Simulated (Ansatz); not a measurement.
A structure relaxed at B3LYP-D4/def2-SVP in Ansatz, charge 1, singlet:

```xyz
5

Sc   -0.333    0.488    0.633
Au    1.577    0.164   -1.233
Au    0.347   -1.960   -0.250
Au    0.349    2.666   -0.542
Au   -1.940   -1.357    1.393
```

(1) Give its formula and point group.

(2) Summarise the bond lengths by kind (pairs closer than 1.2 times the sum of covalent radii, bridged metal pairs left out).

## Answers

(1) ScAu₄⁺. Point group Cs (tolerance 0.1 Å).

(2) 4 × Au–Sc 2.56 to 2.69 Å; 3 × Au–Au 2.64 to 2.88 Å.

In the def2 sets Au takes a core potential; there is no spin–orbit coupling. The structure comes from a short search, and lower isomers may exist.
